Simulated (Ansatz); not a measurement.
Cost and result for the atomization energy of C$_{3}$H$_{7}$AlO, SMILES `C=[CH][Al]([CH3])[OH]` (12 atoms, 11 bonds).

Cartesian coordinates in Å:
```
C 0.102 -1.490 -1.490
C 0.185 -0.157 -1.487
Al 0.028 0.821 0.185
C -0.264 -0.087 1.878
O 0.146 2.519 0.220
H -0.054 -2.058 -0.574
H 0.185 -2.089 -2.395
H 0.343 0.320 -2.456
H -1.152 -0.726 1.848
H -0.393 0.628 2.693
H 0.581 -0.735 2.135
H 0.294 3.054 -0.557
```

Charge 0, multiplicity 1. All single points use the PBE0-D4/def2-TZVP geometry. It is one conformer, not always the lowest. Program: Ansatz. All runs use 4 threads of an AMD EPYC 7B13 on a shared host. Times are those of one run each, without the atoms' runs, and a repeat can differ threefold. Electronic energies, without spin–orbit coupling; frozen cores. CCSD(T)/CBS adds CCSD(T) − MP2 in def2-TZVPP to the MP2 limit, and its time is that of the two runs behind it. T1 = 0.012. B3LYP takes the VWN-RPA correlation (the form of Gaussian; ORCA's B3LYP/G).

CCSD(T)/CBS is a level of theory with its own doubt, some kJ/mol a heavy atom from the limit and from the frozen cores, so smaller differences don't rank the functionals.

```tsv
level	functions	wall time	atomization (kJ/mol)	difference from CCSD(T)/CBS	per bond
revPBE-D4/def2-TZVPP	264	1.6 s	4658.0	-46.5	-4.2
BLYP-D4/def2-TZVPP	264	1.8 s	4683.0	-21.5	-2.0
CAM-B3LYP-D4/def2-TZVPP	264	3.2 s	4712.5	8.0	0.7
r2SCANh-D4/def2-TZVPP	264	3.9 s	4683.5	-21.0	-1.9
B3LYP-D4/def2-TZVPP (with forces)	264	3.9 s	4693.1	-11.4	-1.0
CCSD(T)/def2-SVP	109	4 s	4466.1	-238.4	-21.7
B2PLYP/def2-TZVPP	264	4.4 s	4655.0	-49.5	-4.5
B97M-V/def2-TZVPP	264	6 s	4707.5	3.0	0.3
ωB97X-V/def2-TZVPP	264	6 s	4693.7	-10.8	-1.0
ωB97M-V/def2-TZVPP (with forces)	264	9 s	4708.3	3.8	0.4
MP2/def2-QZVPP	508	20 s	4733.3	28.8	2.6
CCSD(T)/def2-TZVPP	264	110 s	4590.4	-114.1	-10.4
CCSD(T)/CBS(def2)	–	2.1 min	4704.5	0.0	0.0
```

At CCSD(T), def2-SVP lies −238.3 kJ/mol from the extrapolated value and def2-TZVPP −114.1 kJ/mol: correlation converges slowly with the basis, and small sets miss more of it in the bonded molecule than in its fragments. From PBE to PBE0 (25 % exact exchange), in def2-TZVPP and without D4, the atomization energy moves by −72.2 kJ/mol: exact exchange takes away binding that semilocal exchange gives to molecules. Leaving LDA and LC-ωPBE aside and taking each functional with its dispersion term where it has one, the values, not all of them listed here, spread over 201.1 kJ/mol, from BHLYP-D4 to PBE-D4. LDA lies +558.4 kJ/mol from PBE without D4, its usual overbinding.
